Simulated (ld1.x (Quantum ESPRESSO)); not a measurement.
Varying the TM potential for Ta (Z = 73)

Base potential:

| Quantity | Value |
| --- | --- |
| Element | Ta (Z = 73) |
| Generator | ld1.x (Quantum ESPRESSO) 7.5 |
| Type | norm-conserving Troullier–Martins (Kleinman–Bylander form) |
| Functional | PBE |
| Relativity | scalar-relativistic |
| Frozen core | [Kr] 4d10 4f14 5s2 |
| Valence charge | 11 |
| Reference configuration | 5p6 5d3 6s2 6p0 |
| Partial waves | 6s (bound): rc 3.05 bohr; 5d (bound): rc 2.75 bohr; 5p (bound): rc 2.00 bohr |
| Local potential | the p channel |
| Core correction | a·sin(br)/r model core inside 0.95 bohr |

Cutoffs, loose and tight: the cutoffs (Ry, on a coarse ladder) from which the occupation-weighted sum of valence levels, in a spherical-Bessel basis at the reference potential, stays within 10 and 1 mRy of its value at 400 Ry. They do not see the model core or the augmentation charge, which bear on the density cutoff. Test errors are all-electron minus pseudo excitation energies from the reference, over the configurations 5p6 5d3 6s1 6p0; 5p6 5d3 6s0 6p0; 5p6 5d2 6s0 6p0; 5p6 5d2 6s2 6p0; 5p6 5d3 6s0 6p2; 5p6 5d3 6s0 6p1; 5p6 5d4 6s0 6p0. A dash means not determined; rows that change the core or the reference have their own tests. The largest error is taken over the tests solved by every variant that gives reliable tests at all: 5p6 5d2 6s0 6p0; 5p6 5d3 6s0 6p0; 5p6 5d3 6s1 6p0.

A true bound ghost makes a file unfit for plane-wave use even where its test errors are small: the radial tests pick states by their node count and pass the ghost by. Where a test does run into it, the solver fails or the error is huge.

On the changes marked as counting shells twice: ld1.x takes every shell without a wave as core, so the model core holds the marked electrons as well and exchange and correlation see them twice. This cancels in the reference configuration, but the file is broken for other ones, and its errors say nothing about a proper core correction.

```csv
change,outcome,"cutoff, loose","cutoff, tight",bound ghosts,largest test error (meV)
base,generated,25 Ry,45 Ry,s,-36
"type PAW; waves now 6s (bound): rcut 2.65, rcutus 3.05 bohr; 6s channel at 0.25 Ry: rcut 2.65, rcutus 3.05 bohr; 5p (bound): rcut 1.75, rcutus 2.00 bohr; 6p (bound): rcut 1.75, rcutus 2.00 bohr; 5d (bound): rcut 2.40, rcutus 2.75 bohr; 5d channel at 0.45 Ry: rcut 2.40, rcutus 2.75 bohr; local potential all-electron potential smoothed inside 2.40 bohr (lloc = -1); augmentation GAUSS, radius 1.55 bohr",generated,21 Ry,35 Ry,none,-46
core correction a·sin(br)/r model core inside 0.84 bohr,generated,25 Ry,45 Ry,s,-36
wave 6s (bound): rc 3.05 bohr becomes 6s (bound): rc 4.12 bohr,generated,25 Ry,45 Ry,s,-340
"all radii but the core radius scaled by about 0.95 (s 2.92, p 1.90, d 2.62 bohr)",generated,35 Ry,45 Ry,s,-36
"core [Kr] 4d10 4f14, valence charge 13; reference 5s2 5p6 5d3 6s1 6p0; waves now 5p (bound): rc 1.20 bohr; 5d (bound): rc 2.05 bohr; 5s (bound): rc 1.20 bohr; local potential the s channel; core correction Bessel-smoothed model core, default radius (core density twice the valence density) (6s counted twice)",generated,110 Ry,180 Ry,none,-773
```

Question: What comes out with this change to the base: wave 5p (bound): rc 2.00 bohr becomes 5p (bound): rc 1.46 bohr?

Answer: outcome: generated; cutoff, loose: 80 Ry; cutoff, tight: 100 Ry; bound ghosts: s; largest test error (meV): -36.

Question: What comes out with this change to the base: wave 5d (bound): rc 2.75 bohr becomes 5d (bound): rc 4.18 bohr?

Answer: outcome: generated; cutoff, loose: 25 Ry; cutoff, tight: 40 Ry; bound ghosts: d, s; largest test error (meV): -110.

Question: What comes out with this change to the base: local potential the d channel?

Answer: outcome: generated; cutoff, loose: 25 Ry; cutoff, tight: 45 Ry; bound ghosts: s; largest test error (meV): -44.
